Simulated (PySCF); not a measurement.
C4H11NSi, SMILES C/C=C/[Si@H](C)N. Heavy atoms are numbered as in [CH3:1]/[CH:2]=[CH:3]/[Si@H:4]([CH3:5])[NH2:6]. Hydrogens are named by the atom that carries them.

Coordinates come from a B3LYP-D3(BJ)/def2-SVP optimisation. The structure was generated by enumeration; whether it is a known compound was not checked. The values are those of a single conformer.

These are PBE/def2-TZVP (PySCF) values and carry that method's errors.

Atomic charges (e), one atom of each kind:

```json
[
 {"atom": "C1 (CH3)", "meta-Löwdin": "-0.35", "Löwdin": "-0.31"},
 {"atom": "C2 (CH)", "meta-Löwdin": "-0.08", "Löwdin": "-0.22"},
 {"atom": "C3 (CH)", "meta-Löwdin": "-0.40", "Löwdin": "-0.28"},
 {"atom": "Si4 (SiH)", "meta-Löwdin": "0.84", "Löwdin": "0.17"},
 {"atom": "C5 (CH3)", "meta-Löwdin": "-0.61", "Löwdin": "-0.45"},
 {"atom": "N6 (NH2)", "meta-Löwdin": "-0.72", "Löwdin": "-0.25"},
 {"atom": "H on C1", "meta-Löwdin": "0.12", "Löwdin": "0.13"},
 {"atom": "H on C2", "meta-Löwdin": "0.10", "Löwdin": "0.13"},
 {"atom": "H on C3", "meta-Löwdin": "0.11", "Löwdin": "0.14"},
 {"atom": "H on Si4", "meta-Löwdin": "-0.12", "Löwdin": "-0.03"},
 {"atom": "H on C5", "meta-Löwdin": "0.13", "Löwdin": "0.13"},
 {"atom": "H on N6", "meta-Löwdin": "0.23", "Löwdin": "0.15"}
]
```

Problem. Give the Mayer and Wiberg (Löwdin basis) orders of the bonds. (The exact figures need the calculation; the answer reports its results.)

Solution. 
| bond | Mayer | Wiberg |
|---|---|---|
| C1–C2 | 0.99 | 1.32 |
| C2–C3 | 1.89 | 2.07 |
| C3–Si4 | 0.94 | 1.09 |
| Si4–C5 | 1.00 | 1.19 |
| Si4–N6 | 1.17 | 1.48 |
